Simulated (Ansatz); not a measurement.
Z-matrix (Å, degrees):
```
B
H 1 1.1969
H 1 1.1969 2 119.45
C 1 1.5233 2 120.27 3 -180.00
H 4 1.0873 1 123.06 2 9.05
H 4 1.0873 5 113.87 1 -180.00
```
Charge 0, spin multiplicity 2.

These are frozen-core CCSD(T)/cc-pVTZ // PBE0-D4/def2-TZVP in Ansatz (an electronic-structure program) values and carry that method's errors.

```
Property                      Result
----------------------  ------------
HF energy               -64.84781 Ha
MP2 correlation energy   -0.24857 Ha
```

Q: Estimate the CCSD correlation energy, the (T) correction, the total energy and the T1 diagnostic.

A: 
```json
{
  "CCSD correlation energy": "-0.28155 Ha",
  "(T) correction": "-0.00854 Ha",
  "CCSD(T) total energy": "-65.13790 Ha",
  "T1 diagnostic": "0.012"
}
```
